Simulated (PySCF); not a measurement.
A ladder of Hamiltonians for Kr(32+) (krypton, charge +32)

Occupied: 1s1/2, 2s1/2. Hartree-Fock calculated with PySCF 2.14 in an uncontracted even-tempered set (16 s from 4 bohr⁻², ratio 2.7; 12 p from 4.8 bohr⁻², ratio 2.7), Gaussian nucleus throughout. NR is non-relativistic, sf-X2C the spin-free one-electron X2C Hamiltonian, X2C adds the bare one-electron spin-orbit term, X2C-SNSO screens it by Boettger's factors, DC is four-component Dirac-Coulomb, and the Gaunt and Breit terms are added at first order (total energies over the DC spinors, levels after relaxing the spinors in that mean field). QED terms are absent. Levels marked empty are virtual spinors of this ion.

```csv
Hamiltonian,E (hartree),E − E(DC) (hartree),CPU seconds
NR,-1564.2122,28.8122,0.14
sf-X2C,-1592.6604,0.3640,0.08
X2C,-1592.6604,0.3640,0.08
X2C-SNSO,-1592.6604,0.3640,0.08
DC,-1593.0244,0.0000,1.6
DC+Gaunt,-1592.2694,0.7549,2.6
DC+Breit,-1592.2840,0.7404,22
```

| level (eV) | NR | sf-X2C | X2C | X2C-SNSO | DC | DC+Gaunt | DC+Breit |
| --- | --- | --- | --- | --- | --- | --- | --- |
| 1s1/2 | -16651.2 | -16930.3 | -16930.3 | -16930.3 | -16939.1 | -16921.0 | -16921.2 |
| 2s1/2 | -3883.6 | -3965.9 | -3965.9 | -3965.9 | -3966.8 | -3964.8 | -3965.0 |
| 2p1/2 (empty) | -3684.3 | -3714.5 | -3759.9 | -3757.2 | -3757.9 | -3754.3 | -3754.8 |
| 2p3/2 (empty) | -3684.3 | -3714.5 | -3693.1 | -3694.3 | -3694.4 | -3692.3 | -3692.8 |
| 3s1/2 (empty) | -1620.5 | -1647.8 | -1647.8 | -1647.8 | -1648.0 | -1647.5 | -1647.5 |

| interval (eV) | X2C | X2C-SNSO | DC | DC+Gaunt | DC+Breit |
| --- | --- | --- | --- | --- | --- |
| 2p3/2 − 2p1/2 | 66.77 | 62.98 | 63.51 | 62.01 | 62.01 |

Weight of the small component: 1s1/2 0.0172, 2s1/2 0.00397, 2p1/2 0.00388, 2p3/2 0.00381, 3s1/2 0.00164.

Koopmans' value for the highest occupied level at DC+Breit: 3965.0 eV, against an ionisation energy of 3971 ± 4 eV (semi-empirical (NIST evaluation); NIST Atomic Spectra Database, ionization energies); the former lacks relaxation, correlation, QED and recoil.

The whole ladder took 27 s of wall time on 1 thread of Intel(R) Xeon(R) 6975P-C (shared host), launched as `OMP_NUM_THREADS=1 python relrun2.py TASK.json OUT` (a driver that calls PySCF for each Hamiltonian).
